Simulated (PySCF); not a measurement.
Work out the structure from these simulated measurements.

Formula: C13H18.

- UV, first state: lowest singlet excitation: 5.29 eV (235 nm, f = 0.005) [TDDFT CAM-B3LYP/def2-SVPD]
- Polarisability: 151.8 au [CAM-B3LYP/def2-SVPD]
- Rotational structure: rotational constants A, B, C: 1.117, 0.717, 0.498 GHz [PBE0-D3(BJ)/def2-SVP]
- Dipole: 0.45 D [CAM-B3LYP/def2-SVPD]
- 1H NMR: chemical shifts (computed TMS as zero) by class: 7.17 (1 H), 7.08 (1 H), 6.97 (1 H), 6.97 (1 H), 5.55 (1 H), 5.13 (1 H), 2.22 (3 H), 1.44 (9 H) ppm [GIAO KT2/pcSseg-1]
- UV, strongest line: among the 10 lowest singlet transitions: S6 at 6.72 eV (185 nm, f = 0.550) [TDDFT CAM-B3LYP/def2-SVPD]
- 13C NMR: chemical shifts (computed TMS as zero) by class: 142.4 (1 C), 141.8 (1 C), 135.8 (1 C), 131.4 (1 C), 122.6 (1 C), 121.8 (1 C), 119.1 (1 C), 118.3 (1 C), 39.7 (1 C), 32.0 (3 C), 26.1 (1 C) ppm [GIAO KT2/pcSseg-1]
- Triplet: lowest triplet excitation (Tamm–Dancoff): 3.96 eV [TDA CAM-B3LYP/def2-SVPD]

Gas-phase values; electronic properties from PySCF, density fitting. Levels stand in brackets. Geometry: PBE0-D3(BJ)/def2-SVP, one conformer, isolated molecule. Each NMR value is the plain mean over a class of atoms that symmetry, rotation or inversion makes alike.

**Question.** What is the compound? Reason from the data.

**Answer.** Numbering: `[CH2:1]=[CH:2][c:3]1[c:4]([CH3:5])[cH:6][cH:7][cH:8][c:9]1[C:10]([CH3:11])([CH3:12])[CH3:13]`. Its formula, C13H18, gives 5 degrees of unsaturation: 1 ring and 4 π bonds in the structure found (Kekulé form). 13 carbons fall into 11 classes; from least to most shielded: substituted aromatic carbon [C9] (142.4 ppm), alkene CH carbon [C2] (141.8 ppm), substituted aromatic carbon [C3] (135.8 ppm), substituted aromatic carbon [C4] (131.4 ppm), aromatic CH carbon [C6] (122.6 ppm), aromatic CH carbon [C7] (121.8 ppm), terminal =CH2 carbon [C1] (119.1 ppm), aromatic CH carbon [C8] (118.3 ppm), benzylic-type carbon [C10] (39.7 ppm), methyl carbon [C11/C12/C13] (32.0 ppm, 3 C, up to 5.1 ppm apart in this geometry), benzylic-type carbon [C5] (26.1 ppm). Hydrogen classes from least to most shielded: 1 H on an alkene CH carbon, C2 (7.17 ppm), 1 H on an aromatic CH carbon, C8 (7.08 ppm), 1 H on an aromatic CH carbon, C7 (6.97 ppm), 1 H on an aromatic CH carbon, C6 (6.97 ppm), 1 H on a terminal =CH2 carbon, C1 (5.55 ppm), 1 H on a terminal =CH2 carbon, C1 (5.13 ppm), 3 H on a benzylic-type carbon, C5 (2.22 ppm, a mean of values up to 0.7 ppm apart in this geometry), 9 H on 3 methyl carbons, C11/C12/C13 (1.44 ppm, a mean of values up to 1.7 ppm apart in this geometry). The optimised geometry has point group C1 and is an asymmetric top. Structure: `C=Cc1c(C)cccc1C(C)(C)C`. The assignments are read from this structure; whether some other isomer fits the data as well wasn't checked.

The values belong to the conformer `[CH2:1]=[CH:2][c:3]1[c:4]([CH3:5])[cH:6][cH:7][cH:8][c:9]1[C:10]([CH3:11])([CH3:12])[CH3:13]`: C1–C2–C3–C4 -86°, C8–C9–C10–C11 -130°.
